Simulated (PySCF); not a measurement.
Spinor energies of Nb⁺ (niobium, charge +1)

Start: [Kr] 4d4; 4d3/2 filled at m_j = -3/2, -1/2, +1/2, +3/2. Calculated with PySCF 2.14 in x2c-SVPall-2c with one added diffuse shell each of s, p, d type (7s9p7d1f, 76 functions): generalised Hartree-Fock with the X2C-1e Hamiltonian and a Gaussian nucleus; one run each with spin-orbit coupling (SO) switched off, then screened by Boettger's factors.

| spinor shell | electrons | ε, spin-free (eV) | ε, screened SO (eV) | weight of nominal j (screened SO) | rms radius, screened SO (bohr) |
| --- | --- | --- | --- | --- | --- |
| 1s1/2 | 2 | -19090.0 | -19089.1 | 1.000 | 0.0415 |
| 2s1/2 | 2 | -2747.7 | -2747.5 | 1.000 | 0.171 |
| 2p1/2 | 2 | -2448.5 | -2514.7 | 1.000 | 0.149 |
| 2p3/2 | 4 | -2448.5 | -2417.3 | 1.000 | 0.154 |
| 3s1/2 | 2 | -494.90 | -494.81 | 1.000 | 0.471 |
| 3p1/2 | 2 | -394.12 | -405.28 | 1.000 | 0.471 |
| 3p3/2 | 4 | -394.12 | -388.79 | 1.000 | 0.482 |
| 3d3/2 | 4 | -229.24 | -231.14 | 0.977 | 0.472 |
| 3d5/2 | 6 | -229.24 | -227.87 | 0.985 | 0.475 |
| 4s1/2 | 2 | -78.627 | -78.597 | 1.000 | 1.24 |
| 4p1/2 | 2 | -49.545 | -53.783 | 0.668 | 1.41 |
| 4p3/2 | 4 | -49.545 | -47.435 | 0.834 | 1.40 |
| 4d3/2 | 4 | -14.522 | -14.528 | 0.527 | 2.21 |

```json
{"quantity": "E (hartree)", "spin-free": "-3816.47876", "screened SO": "-3816.87053"}
{"quantity": "M_J", "spin-free": "0", "screened SO": "0"}
{"quantity": "⟨J²⟩", "spin-free": "4.039", "screened SO": "3.850"}
{"quantity": "⟨L²⟩", "spin-free": "6.037", "screened SO": "6.036"}
{"quantity": "⟨S²⟩", "spin-free": "6.003", "screened SO": "5.995"}
```

The determinant has a definite M_J but mixes levels of different J.

Each row is a mean over spinors that exchange with the open shell spreads, by up to 4.623 eV (4p3/2).

Rows whose weight is well below 1 are mixtures of j = l ± 1/2: exchange outweighs spin-orbit coupling there, and the label is only the starting occupation.

Breit and QED terms are absent; they matter most for the inner s and p1/2 levels.

Densities and radii are taken from the X2C orbitals without a picture-change correction, which distorts them close to the nucleus.

Without spin-orbit coupling the j labels of p, d and f shells carry no meaning; the spin-free column gives the mean over the occupied spinors of each nl shell, and its ⟨J²⟩ belongs to a mixture of degenerate components.
